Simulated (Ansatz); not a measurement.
Reaction (formal hydrolysis of a B–In bond): `[InH2][B]1CN1` + H₂O → `OB1CN1` + `[InH3]`

Gas-phase electronic energies from Ansatz, PBE0-D4/def2-TZVP geometries. CCSD(T)/CBS is the MP2 limit (def2-TZVPP, def2-QZVPP) plus CCSD(T) − MP2 in def2-TZVPP, frozen cores. This one scheme is used for every species. DFT in def2-TZVPP. def2 core potentials past Kr. For In outer-core shells are correlated without core-valence functions, which leaves a few kJ/mol of doubt a bond. One conformer a species, not always the lowest.

`[InH2][B]1CN1`:

Cartesian coordinates in Å:
```
In 0.252 -1.961 0.855
B 0.097 0.059 -0.042
C -0.727 1.337 -0.493
N 0.700 1.115 -0.622
H 0.067 -3.398 -0.089
H 0.500 -2.194 2.551
H -1.315 1.328 -1.409
H -1.050 2.080 0.235
H 1.476 1.634 -0.986
```

H₂O:

```xyz
3

O     0.282   -0.129   -0.234
H     0.319    0.618    0.366
H    -0.601   -0.489   -0.132
```

`OB1CN1`:

```xyz
8

O     0.421    0.032   -1.897
B     0.160   -0.109   -0.581
C    -0.010    0.380    0.872
N    -0.286   -0.992    0.353
H     0.786    0.892   -2.113
H     0.796    0.448    1.601
H    -0.874    0.994    1.132
H    -0.994   -1.645    0.632
```

`[InH3]`:

Z-matrix (Å, degrees):
```
In
H 1 1.724
H 1 1.724 2 120.0
H 1 1.724 2 120.0 3 -180.0
```

```json
{"level": "r2SCAN0-D4", "ΔE (kcal/mol)": "-22.6"}
{"level": "LC-ωPBE", "ΔE (kcal/mol)": "-22.1"}
```

What does CCSD(T)/CBS give? (Estimate.)

Computed: -18.5 kcal/mol. The listed levels differ from it by -4.1, -3.6 kcal/mol.

Largest T1 diagnostic among the species: 0.015.

In def2-TZVPP, CCSD(T) changes the Hartree–Fock value by +7.3 kcal/mol (the triples alone add +0.8 kcal/mol) and MP2 by +8.3 kcal/mol. Leaving LDA and LC-ωPBE aside and taking each functional with its dispersion term where it has one, the values, not all of them listed here, spread over 5.9 kcal/mol, from B97M-V to revPBE-D4. LDA lies −1.8 kcal/mol from PBE without D4. At CCSD(T), def2-SVP lies −7.2 kcal/mol from the extrapolated value and def2-TZVPP −1.3 kcal/mol.
